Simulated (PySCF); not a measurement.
**Where the electron goes**

Species: C₆H₉NO.
Numbering: `[CH3:1][C:2]#[C:3][CH2:4][NH:5][C:6]([CH3:7])=[O:8]` (hydrogens: H9, H10, H11 on C1; H12, H13 on C4; H14 on N5; H15, H16, H17 on C7)

Geometry (PBE0-D3(BJ)/def2-SVP, Å), atoms numbered from 1 in this order:
```
atom  x, y, z in Å
C1     3.7645   -1.0147    0.0376
C2     2.3515   -0.9990    0.3792
C3     1.1773   -0.9809    0.6794
C4    -0.2439   -0.9773    1.0188
N5    -1.0428   -0.1868    0.1120
C6    -1.8039    0.8579    0.5519
C7    -2.4914    1.6392   -0.5452
O8    -1.9239    1.1281    1.7297
H9     4.0935   -0.0328   -0.3369
H10    3.9831   -1.7635   -0.7399
H11    4.3785   -1.2574    0.9191
H12   -0.6137   -2.0179    1.0624
H13   -0.4073   -0.5396    2.0171
H14   -0.9198   -0.3300   -0.8815
H15   -3.1409    0.9842   -1.1460
H16   -1.7514    2.0949   -1.2214
H17   -3.0965    2.4290   -0.0862
```

Method used: TDDFT CAM-B3LYP/def2-SVPD, vertical, gas phase, core orbitals frozen in the response (PySCF 2.14.0, density-fitted response routines).

Frontier orbitals with the atoms that hold most of them (Löwdin shares over 4%, at most four atoms; ? is withheld):

```
orbital  ε (eV)                            atoms
 HOMO-3   -9.41   O8 23%, C3 20%, C2 17%, N5 15%
 HOMO-2   -8.99     O8 38%, N5 25%, C3 9%, C2 8%
 HOMO-1   -8.89                                ?
   HOMO   -8.57                                ?
   LUMO       ?  C2 13%, C7 12%, H14 12%, C3 10%
 LUMO+1    1.43  C1 28%, C7 10%, H11 10%, C2 10%
 LUMO+2    1.69    C6 30%, O8 24%, N5 10%, C7 9%
```

Q: Which atoms hold the HOMO-1, and with what shares?

A: C3 (bonded to 2 C) 28%; C2 (bonded to 2 C) 28%; O8 (bonded to C) 16%; C4 (bonded to C, N and 2 H) 6%. By element: carbon 61% or more, oxygen 16%.

Q: Give the leading atoms of the HOMO.

A: C2 (bonded to 2 C) 22%; C3 (bonded to 2 C) 21%; O8 (bonded to C) 20%; N5 (bonded to 2 C and H) 12%. By element: carbon 44% or more, oxygen 20%, nitrogen 12%.

Q: What is the LUMO energy, and the HOMO–LUMO gap?

A: ε(LUMO) = 1.02 eV; the gap is 9.58 eV (0.3522 hartree).

Q: The HOMO–LUMO gap is 9.58 eV. Where does the response calculation put the lowest singlet, and from which orbitals?

A: S1 is at 5.81 eV (f = 0.0008), 3.78 eV below the gap, made of HOMO-2→LUMO+2 (29%), HOMO→LUMO+2 (25%), HOMO-1→LUMO+2 (21%). Its leading pair isn't HOMO and LUMO; the energies of that pair differ by 10.68 eV. 

Next come S2 at 6.32 eV (f 0.0040), HOMO-1→LUMO+4 (16%), HOMO→LUMO+4 (16%), HOMO→LUMO (13%); S3 at 6.65 eV (f 0.023), HOMO→LUMO (32%), HOMO-1→LUMO+4 (16%); S4 at 6.80 eV (f 0.0050), HOMO→LUMO (30%), HOMO→LUMO+5 (24%), HOMO-1→LUMO (9%); S5 at 6.86 eV (f 0.0011), HOMO-1→LUMO+5 (15%), HOMO-1→LUMO+6 (12%), HOMO→LUMO+4 (10%).

The run took about 2.1 min of CPU time (one thread, shared machine).

One conformer stands for the species.
